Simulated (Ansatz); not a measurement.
## Ansatz (development build ahead of 0.2.0) run

```yaml
crystal:
  periodic: [false, false, false]
  atoms:
    - { symbol: Si, position_ang: [0.0, 0.0, 1.0723] }
    - { symbol: Si, position_ang: [0.0, 0.0, -1.0723] }
    - { symbol: F, position_ang: [0.0, 0.0, 2.6951] }
    - { symbol: F, position_ang: [0.0, 0.0, -2.6951] }
basis:
  gaussian: { orbitals: pcseg-2 }
magnetization:
  spin_polarized: true
  initial_magnetization: 2
hamiltonian:
  xc: pbe
```

The input is written out in the form of the current development build from the run's settings.

The run gave:

```yaml
Converged: yes
Total_energy: -778.27412 hartree
Spin_squared_of_the_determinant: 2.003
Stability_test: minimum
```

Caution: other spin multiplicities may lie lower.
